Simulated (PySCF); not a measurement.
CdFBr, SMILES [F][Cd][Br]. Coordinates come from a B3LYP-D3(BJ)/def2-TZVP optimisation. The def2 effective core potentials stand for the cores of Cd; spin–orbit coupling is left out.

The numbers are results of B3LYP-D3(BJ)/def2-TZVP run with PySCF, not measurements.

Harmonic wavenumbers (cm⁻¹): 100, 100, 253, 578. Rotational constants (GHz): 1.202 (linear); symmetry number 1.

Task: Work out the zero-point energy and the ideal-gas rigid-rotor harmonic-oscillator thermochemistry at 298.15 K and 1 atm.

Result: ZPE = ½ Σ hcν = ½ × 1031 cm⁻¹ = 1.47 kcal/mol. H − E(el) = 4.88 kcal/mol. Entropy in cal/(mol K): translation 41.95, rotation 18.98, vibration 9.11, total 70.03. G − E(el) = -16.00 kcal/mol. Cp = 13.69 cal/(mol K). Modes under 150 cm⁻¹ make the vibrational entropy uncertain.
